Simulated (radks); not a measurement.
Spin polarisation of the 4f8 shell in Tb3+. Start: [Xe] 4f(up 4, down 4); electrons of 4f are moved from spin down to spin up, other shells keep equal spins. All-electron calculation, scalar-relativistic Kohn-Sham, r2SCAN, spin-polarised, spherical densities, finite nucleus; meta-GGA in the generalised Kohn-Sham scheme; Fermi nuclear charge, rms radius of each element as measured or else 0.836 A^(1/3) + 0.57 fm. Program: a radial shooting solver on a logarithmic mesh with Libxc functionals.

moment (Bohr magnetons),E - E(0) (eV),e(4f up) (eV),e(4f down) (eV),5p down minus up (eV),5s down minus up (eV),4d down minus up (eV)
0,0.000,-33.914,-33.914,0.000,0.000,0.000
1,-0.265,-34.425,-33.363,0.367,0.531,1.173
2,-1.062,-34.895,-32.773,0.736,1.063,2.347
3,-2.389,-35.325,-32.142,1.107,1.597,3.519
4,-4.246,-35.713,-31.471,1.482,2.134,4.691
5,-6.633,-36.059,-30.757,1.863,2.676,5.862
6,-9.550,-36.359,-30.001,2.251,3.224,7.032

At moment 6 the spin-polarisation energy is -9.550 eV and the 4f exchange splitting 6.358 eV, that is 1.060 eV per Bohr magneton; E = -I m^2/4 would give I = 1.061 eV.
